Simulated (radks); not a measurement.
Initial-state core-level shifts of the arsenic ion As3+ when its valence configuration changes from [Ar] 3d10 4s2. Calculated with a radial shooting solver on a logarithmic mesh with Libxc functionals: scalar-relativistic Kohn-Sham, PBE, spin-polarised, spherical densities, point nucleus; open shells are filled with parallel spins first. Shifts are changes of the shell-averaged eigenvalues in eV (positive: less bound).

| valence | 1s | 2s | 2p | 3p |
|---|---|---|---|---|
| 3d10 4s1 4p1 | -1.439 | -1.401 | -1.393 | -1.449 |
| 3d10 4s1.5 4p0.5 | -0.764 | -0.742 | -0.738 | -0.763 |
| 3d10 4p2 | -2.998 | -2.915 | -2.900 | -2.998 |
| 3d8 4s2 4p2 | -29.271 | -32.170 | -31.952 | -25.098 |
| 3d9 4s2 4p1 | -14.286 | -15.652 | -15.544 | -12.459 |
| 3d9.5 4s2 4p0.5 | -7.056 | -7.716 | -7.662 | -6.204 |
| 3d9 4s1.5 4p1.5 | -14.911 | -16.271 | -16.157 | -13.090 |
